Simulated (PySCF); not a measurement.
# Correlation energy of Ge²⁵⁺ (germanium, charge +25)

[He] 2s2 2p3, high-spin 4S determinant. Calculation: PySCF 2.14, in an even-tempered Gaussian basis (19 s from 7 bohr⁻², ratio 2.2; 12 p from 9.1 bohr⁻², ratio 2.2; 6 d from 38 bohr⁻², ratio 2.4; 5 f from 56 bohr⁻², ratio 2.4; 4 g from 85 bohr⁻², ratio 2.4); the spin-free X2C one-electron Hamiltonian (Gaussian nucleus). Frozen: nothing; 7 electrons correlated; the 15 highest virtual orbitals of each spin left out.

```json
{"level": "CCSD", "correlation energy (mhartree)": "-218.02"}
{"level": "(T)", "correlation energy (mhartree)": "-0.11"}
{"level": "CCSD(T)", "correlation energy (mhartree)": "-218.13"}
```

Diagnostics: T1 = 0.00014, D1 = 0.0005, largest double amplitude 0.008.

Is a single reference adequate?

Yes, within this model without spin-orbit coupling: T1 lies below 0.03 and no double amplitude reaches 0.07.

At this charge the one-electron X2C treatment keeps the bare 1/r₁₂, with no two-electron picture change or Breit term. That inflates the 1s pair energies well beyond their four-component values; and a scalar Hamiltonian misses the large spin-orbit splitting of the p shells, which matters for ns² → np² pairs.

Spin-orbit coupling is strong in this species, so the high-spin LS determinant is a model state.
